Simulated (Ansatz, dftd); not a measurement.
Species: SbF₂, charge 0, doublet. SbF2 (SMILES [Sb]([F])[F], doublet).
B3LYP-D3(BJ)/def2-TZVP minimum from Ansatz (a quantum-chemistry and plane-wave program):
```xyz
3

Sb    -0.1525    -0.1203     0.2760
F     -0.4218     1.4749    -0.7593
F      1.2858    -0.7931    -0.8046
```
Charge 0, spin multiplicity 2.

Quantity: atomisation energy (electronic, to ground-state atoms), in kcal/mol. Radicals and triplets start from unrestricted determinants; spin-orbit coupling is neglected. Cores are frozen in correlated methods (noble-gas shells, and filled d and f shells in the p block). Past Kr the def2 sets carry scalar-relativistic core potentials. CBS(X,Y): correlation extrapolated as X^-3, Hartree-Fock from the larger set. A bracket is a step between two methods taken in the basis named. Spin-orbit terms, left out, reach several kcal/mol for Br and I, and more for heavier atoms.

```tsv
level	program	atomisation energy (kcal/mol)	difference against the last row
PBE/def2-TZVPD	Ansatz	216.3	10.9
B3LYP-D3(BJ)/def2-TZVPD	Ansatz + dftd3	205.5	0.1
MP2/def2-TZVPP	Ansatz	204.1	-1.3
MP2/CBS(def2-TZVPP,def2-QZVPP)	Ansatz	217.7	12.3
CCSDT(Q)/def2-SVP	Ansatz	165.9	-39.5
CCSD(T)/CBS(def2-TZVPP,def2-QZVPP) + [CCSDT(Q) - CCSD(T)]/def2-SVP	Ansatz	205.4	0.0
```
